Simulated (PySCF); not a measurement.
# Mo(2+) (molybdenum, charge +2) across methods

[Kr] 4d3 5p1, one real determinant (an excited configuration). Computed with PySCF 2.14 in x2c-QZVPPall (13s8p7d3f2g, 111 functions), with scalar relativity by spin-free X2C-1e.

```
method  E (hartree)  mean ε 4p β (eV)  mean ε 4d α (eV)  mean ε 5p α (eV)  Σ⟨r²⟩ (bohr²)   ⟨S²⟩
   PBE     -4046.80           -60.106           -25.978           -15.119          39.13  6.001
   UHF  -4045.11887           -68.570           -32.314           -16.935          40.14  6.005
 wB97X     -4047.29           -65.097           -30.021           -17.146          39.33  6.001
r2SCAN     -4047.20           -60.942           -26.482           -15.149          39.22  6.002
  PW91     -4047.50           -60.190           -26.031           -15.168          39.07  6.001
  BLYP     -4047.33           -59.982           -25.699           -14.922          39.21  6.001
   LDA     -4042.43           -60.375           -25.942           -15.212          39.08  6.000
```

**Question.** Estimate the same row for PBE0.

**Answer.** E (hartree) = -4046.88; mean ε 4p β (eV) = -62.576; mean ε 4d α (eV) = -27.750; mean ε 5p α (eV) = -15.686; Σ⟨r²⟩ (bohr²) = 39.24; ⟨S²⟩ = 6.001.

⟨L²⟩ = 14.01 against 20 for a pure G term, so this real determinant mixes terms.
